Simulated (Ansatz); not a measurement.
`[CH2]1[SnH2][Te]1` and `[CH2]1[S][SnH2]1` differ in one element.

Ansatz, PBE0-D4/def2-TZVP geometries, multiplicity 1. 

Elements past krypton have def2 core potentials.

```csv
property,`[CH2]1[SnH2][Te]1`
LUMO energy (PBE0/def2-TZVPP) / eV,-1.46
size of the dipole moment (B3LYP/def2-TZVPP) / D,1.98
zero-point energy (PBE0-D4/def2-TZVP) / kJ/mol,103.7
"ideal-gas entropy at 298 K and 1 bar (rigid rotor, harmonic PBE0-D4/def2-TZVP) / J/(mol·K)",324
HOMO energy (B3LYP/def2-TZVPP) / eV,-5.76
HOMO–LUMO gap (ωB97M-V/def2-TZVPP) / eV,8.23
```

Give the same properties after the change, and the shifts. (An estimate is asked.)

Computed: 
```tsv
property	`[CH2]1[S][SnH2]1`	shift
LUMO energy (PBE0/def2-TZVPP) / eV	-1.03	0.43
size of the dipole moment (B3LYP/def2-TZVPP) / D	2.56	0.58
zero-point energy (PBE0-D4/def2-TZVP) / kJ/mol	107.3	3.6
ideal-gas entropy at 298 K and 1 bar (rigid rotor, harmonic PBE0-D4/def2-TZVP) / J/(mol·K)	303	-21
HOMO energy (B3LYP/def2-TZVPP) / eV	-6.37	-0.61
HOMO–LUMO gap (ωB97M-V/def2-TZVPP) / eV	9.34	1.11
```

With PBE0 the HOMO falls by 0.63 eV and the LUMO rises by 0.43 eV, so the gap widens by about 1.06 eV. PBE moves the HOMO by -0.44 eV and ωB97M-V by -0.75 eV. Dipoles are sizes alone; their direction can turn.

B3LYP here is the variant with VWN-RPA as its local correlation; programs differ in this.

Spin–orbit coupling is left out; it splits and shifts lone-pair levels of the heavy atoms by tenths of an eV.
